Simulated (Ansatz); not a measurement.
Ga(Me)2(Cl) cation (C2H6ClGa), SMILES [CH3][Ga]([CH3])[Cl] (connectivity only; charge and spin as stated), charge +1, multiplicity 2.

Geometry optimised at TPSSh-D3(BJ)/def2-SVP. The spin state was assumed, not searched. The isomer is the one that the SMILES or the coordinates give; other isomers of the formula were not compared.

Two levels are set side by side: PBE/def2-SVPD (Ansatz, a first-principles code) and CAM-B3LYP/def2-SVPD (Ansatz). Energy differences of separate SCF runs at the same geometry; the states with an electron removed or added have multiplicity 1 and 1. Differences are taken from unrounded values.

```tsv
quantity	PBE
vertical ionisation energy (eV)	15.33
vertical electron affinity (eV)	8.47
```

Problem. These are the PBE values. What does CAM-B3LYP give? (An estimate is asked for; the answer gives what the named calculation found.)

Solution. 
| quantity | CAM-B3LYP | PBE minus CAM-B3LYP |
|---|---|---|
| vertical ionisation energy (eV) | 16.01 | -0.67 |
| vertical electron affinity (eV) | 8.70 | -0.24 |
